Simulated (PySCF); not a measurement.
# Löwdin shares of the frontier orbitals

Compound: C4H9O2P.
Numbering: `[CH2:1]=[CH:2][P@:3]([CH3:4])(=[O:5])[CH2:6][OH:7]` (hydrogens: H8, H9 on C1; H10 on C2; H11, H12, H13 on C4; H14, H15 on C6; H16 on O7)

Theory: TDDFT B3LYP/def2-SVPD, vertical, gas phase, core orbitals frozen in the response (PySCF 2.14.0, density-fitted response routines). One conformer (not necessarily the lowest) at the GFN2-xTB geometry, without solvent, vibrations or thermal averaging. Torsions of this conformer, `[CH2:1]=[CH:2][P@:3]([CH3:4])(=[O:5])[CH2:6][OH:7]`: C1–C2–P3–C4 126°, C2–P3–C6–O7 176°, H–O7–C6–P3 -47°.

Kohn–Sham orbitals with the atoms that hold most of them (Löwdin shares over 4%, at most four atoms; ? is withheld):

```tsv
orbital	ε (eV)	atoms
LUMO+2	0.70	O7 20%, H10 12%, H16 11%, O5 10%
LUMO+1	0.13	C6 12%, C4 12%, C2 11%, H10 8%
LUMO	-1.11	?
HOMO	?	O5 31%, O7 23%, C6 15%, P3 12%
HOMO-1	-7.82	?
HOMO-2	-8.28	O5 30%, C2 21%, C1 19%, O7 12%
HOMO-3	-8.52	O7 33%, C2 18%, C1 16%, C6 8%
```

Question: Give the leading atoms of the HOMO-1.

Answer: O5 (bonded to P) 60%; P3 (bonded to 3 C and O) 13%; C2 (bonded to C, P and H) 10%; C4 (bonded to P and 3 H) 6%. By element: oxygen 60% or more, carbon 16% or more, phosphorus 13%.

Question: Give the leading atoms of the LUMO.

Answer: C1 (bonded to C and 2 H) 38%; C2 (bonded to C, P and H) 31%; P3 (bonded to 3 C and O) 7%; H8 (bonded to C) 6%. By element: carbon 69% or more, phosphorus 7%, hydrogen 6% or more.

Question: What is the HOMO energy, and the HOMO–LUMO gap?

Answer: ε(HOMO) = -7.32 eV; the gap is 6.21 eV (0.2283 hartree).

Question: How does S1 compare with the orbital gap of 6.21 eV?

Answer: S1 is at 5.39 eV (f = 0.033), 0.83 eV below the gap, made of HOMO→LUMO (96%). 

Question: One configuration dominates each of S1, S2, S4 and S5. Which, and how do the shares of the two leading atoms of either orbital change from the occupied to the empty one?

Answer: 
- S1 (5.39 eV, f 0.033), HOMO→LUMO (96%): O5 31% → at most 6%, O7 23% → at most 6%, C1 at most 13% → 38%, C2 at most 13% → 31%
- S2 (5.66 eV, f 0.0044), HOMO-1→LUMO (98%): O5 60% → at most 6%, P3 13% → 7%, C1 at most 6% → 38%, C2 10% → 31%
- S4 (6.54 eV, f 0.023), HOMO→LUMO+1 (88%): O5 31% → at most 9%, O7 23% → at most 9%, C6 15% → 12%, C4 at most 13% → 12%
- S5 (7.04 eV, f 0.015), HOMO-1→LUMO+1 (92%): O5 60% → at most 9%, P3 13% → at most 9%, C6 at most 6% → 12%, C4 6% → 12%
